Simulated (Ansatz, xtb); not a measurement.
# Relative energy of two conformers of CH2BClF2

Structure I: `FB(F)CCl`, a singlet. Structure II: `FB(F)CCl`, a singlet. Both are isolated molecules in the gas phase, relaxed with B3LYP-D3(BJ)/def2-SVP.

I (Å):

```csv
atom,x (Å),y (Å),z (Å)
C,-1.7345,0.1790,2.4416
B,-2.1068,-0.4036,3.8539
Cl,-1.8752,-1.2684,1.3419
F,-3.3558,-0.4217,4.2810
F,-1.1852,-0.9117,4.6510
H,-2.4345,0.9402,2.0743
H,-0.7036,0.5482,2.3690
```

II (Å):

```xyz
7

C    -2.2732    0.3755    2.1095
B    -0.8276    0.2651    2.7178
Cl   -3.5476    0.7658    3.3141
F    -0.5525    0.4335    3.9918
F     0.1812   -0.0147    1.9080
H    -2.5394   -0.5725    1.6146
H    -2.2866    1.1485    1.3242
```

Estimate which is lower in electronic energy at CCSD(T)/def2-SVP + ΔMP2/def2-TZVPP, and by roughly how much.

Too close to call at this level: CCSD(T)/def2-SVP + ΔMP2/def2-TZVPP gives E(II) − E(I) = −0.08 kcal/mol.

How the difference moves with the method:

| level | geometry | E(II) − E(I) (kcal/mol) | departure from the last row (kcal/mol) | job, with rough time for the two |
| --- | --- | --- | --- | --- |
| B3LYP-D3(BJ)/def2-SVP | B3LYP-D3(BJ)/def2-SVP | +0.08 | +0.16 | optimisation, 20 s |
| HF/def2-SVP | B3LYP-D3(BJ)/def2-SVP | −0.22 | −0.14 | part of the CCSD(T) run |
| MP2/def2-SVP | B3LYP-D3(BJ)/def2-SVP | −0.21 | −0.13 | part of the CCSD(T) run |
| CCSD(T)/def2-SVP | B3LYP-D3(BJ)/def2-SVP | +0.01 | +0.09 | single point |
| CCSD(T)/def2-SVP + ΔMP2/def2-TZVPP | B3LYP-D3(BJ)/def2-SVP | −0.08 |  | single point, 14 s |

The largest departure from CCSD(T)/def2-SVP + ΔMP2/def2-TZVPP is that of B3LYP-D3(BJ)/def2-SVP, 0.16 kcal/mol. Levels run at GFN2-xTB geometries aren't shown. The last row adds to CCSD(T) the change of the MP2 difference between the two basis sets, here −0.09 kcal/mol.

With harmonic frequencies from B3LYP-D3(BJ)/def2-SVP (ideal gas, rigid rotor, one conformer each, 298.15 K, 1 atm): on the last row, ΔE + ΔZPE = −0.31 kcal/mol. A mode under 50 cm⁻¹ makes harmonic enthalpies and free energies unreliable, so none is given.

The correlated steps freeze 9 core orbitals. Programs: Ansatz 0.2.0; the last row on 1 thread of Intel(R) Xeon(R) 6975P-C (Granite Rapids) on a shared host.
